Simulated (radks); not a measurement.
Results of a calculation; reference values are marked as such.
Species: Hf+. Configuration: [Xe] 4f14 5d2 6s1 (not the ground configuration). Level of theory: scalar-relativistic Kohn-Sham, r2SCAN, spin-polarised, spherical densities, finite nucleus; open shells are filled with parallel spins first (spin-orbit coupling, left out, can overturn this in heavy ions); meta-GGA in the generalised Kohn-Sham scheme; Fermi nuclear charge, rms radius 5.347 fm (a radial shooting solver on a logarithmic mesh with Libxc functionals).

Normalised radial functions P(r) = r R(r), r in bohr:

r,5p up
0.001735,0.0037
0.002352,0.0061
0.003187,0.0101
0.00432,0.0167
0.005854,0.0273
0.007934,0.0439
0.01075,0.0690
0.01457,0.1045
0.01975,0.1502
0.02677,0.1994
0.03628,0.2337
0.04916,0.2202
0.06663,0.1212
0.0903,-0.0700
0.1224,-0.2755
0.1659,-0.3229
0.2248,-0.0757
0.3047,0.3353
0.4129,0.4967
0.5596,0.1303
0.7584,-0.5214
1.028,-0.9548
1.393,-0.9178
1.888,-0.5765
2.559,-0.2415
3.467,-0.0655
4.699,-0.0100
6.369,-0.0007
8.632,0.0000

5p up: eigenvalue -44.050 eV, 3 radial nodes at r = 0.0818, 0.238, 0.597 bohr, <r> = 1.35 bohr, 90 % of the charge inside 1.98 bohr.
